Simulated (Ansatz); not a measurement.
Total energies of `[CH3][In]([Cl])[Br]`.

```xyz
7

C     0.2442   -0.9325    0.6141
In   -0.1915    0.8041   -0.5355
Cl    1.3841    2.4500   -1.0010
Br   -2.3870    1.3313   -1.5175
H    -0.4489   -1.7274    0.3446
H     1.2720   -1.2386    0.4254
H     0.1270   -0.6869    1.6699
```

Charge 0, multiplicity 1. Correlated methods include outer-core shells of Br, In, which these sets cover unevenly. Scalar relativity is left out up to krypton. In: def2 effective core potential. All single points use the PBE0-D4/def2-TZVP geometry. Basis def2-TZVPP, the Gaussian-basis code of Ansatz.

RPA on PBE orbitals: Hartree–Fock energy of these orbitals -3260.83433 Eh, correlation -1.40395 Eh (frozen core).

| functional | energy without D4 (Eh) | D4 term (kJ/mol) |
| --- | --- | --- |
| PBE | -3263.91357 | -15.8 |
| BLYP | -3264.49755 | -32.4 |
| B97M-V | -3263.96804 | – |
| B3LYP | -3264.65901 | -25.8 |
| r2SCANh | -3264.53203 | -4.2 |
| HSE06 (plane-wave form) | -3264.04147 | -13.2 |
| CAM-B3LYP | -3264.63913 | -14.6 |
| ωB97X-V | -3264.21070 | – |
| ωB97M-V | -3264.30393 | – |
| PBE-QIDH | -3263.44864 | – |

(1) Give the same for LDA (SPW92), revPBE, r2SCAN, PBE0, r2SCAN0, BHLYP, LC-ωPBE, B2PLYP. (An estimate is asked.)

B3LYP takes the VWN-RPA correlation (the form of Gaussian; ORCA's B3LYP/G). HSE06 is the plane-wave form, built on full-range PBE exchange. The double hybrids freeze the cores in their second-order part.

## Answers

(1) The calculation gave: 
```json
{"functional": "LDA (SPW92)", "energy without D4 (Eh)": "-3258.79815", "D4 term (kJ/mol)": "–"}
{"functional": "revPBE", "energy without D4 (Eh)": "-3264.27647", "D4 term (kJ/mol)": "-35.7"}
{"functional": "r2SCAN", "energy without D4 (Eh)": "-3264.54890", "D4 term (kJ/mol)": "-3.8"}
{"functional": "PBE0", "energy without D4 (Eh)": "-3264.04843", "D4 term (kJ/mol)": "-13.8"}
{"functional": "r2SCAN0", "energy without D4 (Eh)": "-3264.50818", "D4 term (kJ/mol)": "-4.7"}
{"functional": "BHLYP", "energy without D4 (Eh)": "-3264.43430", "D4 term (kJ/mol)": "-25.2"}
{"functional": "LC-ωPBE", "energy without D4 (Eh)": "-3264.07032", "D4 term (kJ/mol)": "–"}
{"functional": "B2PLYP", "energy without D4 (Eh)": "-3263.78161", "D4 term (kJ/mol)": "–"}
```

LC-ωPBE has ω = 0.4 bohr⁻¹.
